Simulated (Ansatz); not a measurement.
The cluster Na₄O₂. Charge 0, multiplicity 1. Geometry r2SCAN-D4/def2-SVP; atoms count from 1.

```xyz
6

Na    0.0388    2.5873   -2.6354
Na   -0.0435   -2.5792    2.6433
Na    1.2129    0.3466    0.3580
Na   -1.2102   -0.3512   -0.3626
O     0.0213    1.1771   -1.2114
O    -0.0193   -1.1805    1.2081
```

The structure comes from a short search, and lower isomers may exist.

Question: Estimate the Mulliken populations from the PBE0/def2-TZVP orbitals of Ansatz.

Answer: 
```tsv
atom	charge (e)
Na1	0.54
Na2	0.54
Na3	0.60
Na4	0.60
O5	-1.14
O6	-1.14
```
Mulliken values depend strongly on the basis.

Question: And the Mayer bond orders between heavy atoms (over 0.3)?

Answer: Na1–O5 0.80 (2.00 Å); Na2–O6 0.80 (2.00 Å); Na3–O5 0.35 (2.14 Å); Na3–O6 0.35 (2.14 Å); Na4–O5 0.35 (2.14 Å); Na4–O6 0.35 (2.14 Å).
